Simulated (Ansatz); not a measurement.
dimethyl carbonate cation (C₃H₆O₃), SMILES COC(=O)OC (connectivity only; charge and spin as stated), charge +1, multiplicity 2. Atoms are numbered in the order given.

```xyz
12

C      0.0113     0.0461     2.4384
O      0.2776     0.5987     1.0930
C     -0.0065     0.0091     0.0000
O     -0.5623    -1.1444     0.0000
O      0.2776     0.5987    -1.0930
C      0.0113     0.0461    -2.4384
H      0.5715    -0.8904     2.5529
H      0.3844     0.8198     3.1155
H     -1.0703    -0.0987     2.5531
H      0.3844     0.8198    -3.1155
H     -1.0703    -0.0987    -2.5531
H      0.5715    -0.8904    -2.5529
```
Charge +1, spin multiplicity 2.

Coordinates come from a B3LYP-D3(BJ)/def2-SVP optimisation. The multiplicity is an assumed one; no other spin state was optimised.

Two levels are set side by side: PBE-D3(BJ)/def2-SVP (Ansatz, a first-principles code) and B3LYP-D3(BJ)/def2-SVP (Ansatz). Each level has its own optimised geometry; the coordinates shown are those of the second. Differences are taken from unrounded values.

```
quantity              B3LYP-D3(BJ)
--------------------  ------------
mean bond length (Å)         1.215
bond C1–O2 (Å)               1.479
bond O2–C3 (Å)               1.274
bond C3–O4 (Å)               1.280
bond C3–O5 (Å)               1.274
bond O5–C6 (Å)               1.479
bond C1–H7 (Å)               1.097
bond C1–H8 (Å)               1.094
bond C1–H9 (Å)               1.097
bond C6–H10 (Å)              1.094
bond C6–H11 (Å)              1.097
bond C6–H12 (Å)              1.097
```

Task: What does PBE-D3(BJ) give, and how far is it from B3LYP-D3(BJ)? (The exact figures need the calculation; the answer reports its results.)

Result: 
```tsv
quantity	PBE-D3(BJ)	PBE-D3(BJ) minus B3LYP-D3(BJ)
mean bond length (Å)	1.219	0.004
bond C1–O2 (Å)	1.458	-0.021
bond O2–C3 (Å)	1.304	0.030
bond C3–O4 (Å)	1.246	-0.035
bond C3–O5 (Å)	1.304	0.030
bond O5–C6 (Å)	1.458	-0.021
bond C1–H7 (Å)	1.106	0.009
bond C1–H8 (Å)	1.107	0.013
bond C1–H9 (Å)	1.106	0.009
bond C6–H10 (Å)	1.107	0.013
bond C6–H11 (Å)	1.106	0.009
bond C6–H12 (Å)	1.106	0.009
```

GGA bonds tend to be longer and softer than those of functionals with exact exchange. Differences between two approximate levels are no errors against the true value.
